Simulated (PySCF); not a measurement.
## Unknown compound

An unknown has the formula CH₇NO₂Si₃. Its calculated NMR data are:

¹H NMR (400 MHz, computed): δ 5.37 (s, 3H), 5.22 (s, 2H), 4.96 (s, 2H).

¹³C{¹H} NMR (computed): δ 127.0 (C).

[PySCF 2.14.0 with density-fitted response routines: coordinates at the GFN2-xTB level; NMR shieldings at PBE0/pcSseg-1/GIAO; single conformer; non-relativistic; gas phase; rapidly exchanging positions averaged]

Referencing at the same level of theory: TMS for ¹H (σ = 31.72 ppm) and ¹³C (σ = 186.93 ppm).

Task: What is the structure?

Result: 
The formula gives 2 degrees of unsaturation (no ring in the answer). Carbon types of the structure: 1 × C, leaving 7 H on heteroatoms. δC 127.0: nitrile carbon; this is the usual window of a C≡N carbon, which has no attached hydrogen. δH 5.37: hydrogen on a silicon bonded to O. δH 5.22: hydrogen on a silicon bonded to C, O. δH 4.96: hydrogen on a silicon bonded to 2 O.

These data were computed for `O([SiH2]C#N)[SiH2]O[SiH3]`.

The shifts were computed for this structure.

Shifts are as computed. Against solution values, carbons near 30 ppm lie about +3 ppm off and those near 130 ppm about +5 ppm. Of 1211 compounds with measured shifts, 218 miss one by over three times the rms of a fit or turn the order of signals round; such compounds aren't used in these exercises. Multiplicities follow the n + 1 count of equivalent neighbours, as no J values were calculated; m marks all less simple cases, F and P coupling included.
